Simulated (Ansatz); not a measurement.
# A basis-limit estimate, worked out

An elementary step of SiH₄O₄, singlet (SiH₄O₄ ([OH][Si]([OH])([OH])[OH]) → SiH₂O₃ ([O][Si]([OH])[OH]) + H₂O (still joined by a long Si–O bond); bonds formed: O2–H4; bonds broken: O3–H4; bonds weakened to dative contacts: Si1–O2). “Start” is the structure reached by relaxing down from the saddle towards the reactants; PBE0-D4/def2-TZVP structures. The saddle:

Si1  (-0.296, -0.339, -0.125)
O2  (1.348, 0.044, 0.660)
O3  (-0.582, -1.197, 1.136)
H4  (0.801, -0.564, 1.364)
O5  (-1.011, 1.108, -0.392)
O6  (0.052, -0.960, -1.577)
H7  (1.482, 0.944, 0.980)
H8  (-1.621, 1.388, 0.293)
H9  (-0.174, -0.425, -2.340)
(Å)

Computed with Ansatz 0.2.0 (basis: def2-TZVPP and def2-QZVPP); correlated methods freeze the cores.

Energies in eV:

| quantity | saddle | start |
| --- | --- | --- |
| Hartree–Fock, triple zeta (X = 3) | -16081.92813 | -16084.80990 |
| Hartree–Fock, quadruple zeta (X = 4) | -16082.59456 | -16085.48301 |
| MP2 correlation, X = 3 | -29.83493 | -29.23300 |
| MP2 correlation, X = 4 | -32.28290 | -31.67618 |
| CCSD(T) correlation, X = 3 | -31.09120 | -30.55608 |

(1) Work out the barrier at the basis limit: extrapolate Hartree–Fock as E(X) = E∞ + A exp(−7.88 √X) and the MP2 correlation as E(X) = E∞ + B X^−2.97 (the exponents that Neese and Valeev fitted for def2-TZVPP and QZVPP), then add CCSD(T) − MP2 in triple zeta.

No T1 diagnostic of these runs exceeds 0.014.

## Answers

(1) Each step is linear, so take the differences first (saddle − start): Hartree–Fock 2.88177 (X = 3) and 2.88845 (X = 4); MP2 correlation -0.60193 and -0.60672; CCSD(T) correlation -0.53512.
Two points give E∞ = E(4) + w [E(4) − E(3)], with w = 1/(exp(7.88 (2 − √3)) − 1) = 0.1377 for Hartree–Fock and w = 1/((4/3)^2.97 − 1) = 0.7407 for the correlation.
Hartree–Fock: 2.88845 + 0.1377 × 0.00668 = 2.8894 eV.
MP2 correlation: -0.60672 + 0.7407 × (-0.00479) = -0.6103 eV.
CCSD(T) − MP2: -0.53512 − (-0.60193) = 0.0668 eV.
Sum: 2.8894 + (-0.6103) + 0.0668 = 2.3459 eV, or 54.10 kcal/mol. Plain CCSD(T) in triple zeta gives 2.3466 eV, so the larger basis shifts the result by -0.0007 eV.

Labels in which every atom is bracketed show which atoms are joined, not bond orders.

For scale, one of the runs: CCSD(T)/def2-TZVPP, 222 basis functions, launched by `ansatz run in.yaml --threads 4 --pin off --events-out ev --progress --plain --max-ram 9574MiB`. Hardware: 4 CPU threads of an Arm Neoverse V2, shared host. Wall time 91 s; peak host memory 3.7 GiB.
